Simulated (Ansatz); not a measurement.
**Scan of the O1–In2 bond length**

InOF2 (SMILES [O][In]([F])[F]), doublet, at its PBE0-D4/def2-TZVP minimum:

| atom | x (Å) | y (Å) | z (Å) |
| --- | --- | --- | --- |
| O1 | -1.0320 | -0.0296 | 1.6983 |
| In2 | 0.0055 | -0.0152 | 0.0085 |
| F3 | 1.4575 | -1.2365 | -0.3113 |
| F4 | -0.3755 | 1.2210 | -1.4158 |

The bond length O1–In2 (1.983 Å at the minimum) is set to the values below, the two halves moving rigidly along the bond. Each method's energies count from its own value at the PBE0-D4 minimum structure. 2 of 9 computed points, where the reference changed state or T1 grew large, are left out. Ansatz 0.2.0; basis: def2-TZVPP; cores frozen in the correlated methods; orbitals are unrestricted. Filled d shells of the heavier atoms are correlated. Core potentials replace the inner electrons of the atoms past krypton. The def2 sets are not built for correlating such inner shells, so the correlated values are less sure here. B3LYP uses VWN-RPA correlation.

| bond length (Å) | CCSD(T) (eV) | B3LYP-D4 (eV) |
| --- | --- | --- |
| 1.785 | ? | 0.579 |
| 1.825 | 0.338 | 0.356 |
| 1.883 | 0.127 | 0.141 |
| 1.951 | ? | 0.019 |
| 2.026 | 0.013 | 0.004 |
| 2.108 | 0.116 | 0.088 |
| 2.194 | ? | 0.249 |

Task: Fill in the withheld CCSD(T) values. (Judge from chemistry; the value comes from the calculation.)

Result: By the calculation: 0.563 eV at 1.785 Å; 0.014 eV at 1.951 Å; 0.302 eV at 2.194 Å. These count from the CCSD(T) energy at the PBE0-D4 minimum.

Minimum and curvature along this coordinate at CCSD(T): A fifth-order fit through the nearest points gives 1.988 Å, with a curvature of about 19 eV/Å².

Task: Treat the two halves as rigid bodies and work out the harmonic wavenumber of this stretch from that curvature (ν̃ = 521.5 √(k/μ) cm⁻¹ with k in eV/Å² and μ in u).

Result: The halves weigh 16.00 and 152.81 u, so μ = 16.00 × 152.81/168.81 = 14.484 u and ν̃ = 521.5 √(19/14.484) ≈ 600 cm⁻¹. A true normal mode mixes in other motions, so this is a guide only.

Largest difference from the CCSD(T) curve over the scan: PBE-D4 0.090; r2SCAN-D4 0.035; PBE0-D4 0.042; wB97M-V 0.024 eV. Each curve counts from its own value at the minimum.

T1 diagnostic: at most 0.022. ⟨S²⟩ of the unrestricted Hartree–Fock references: 0.76 to 0.81 (a pure state has 0.75). The unrestricted reference is spin-contaminated, which hurts MP2 most.

For scale, one of the runs: CCSD(T)/def2-TZVPP, 143 basis functions (an equivalent command: `ansatz run in.yaml --threads 4`). The run took 34 s on 4 CPU threads (shared host), with 2.8 GiB of host memory at its peak.
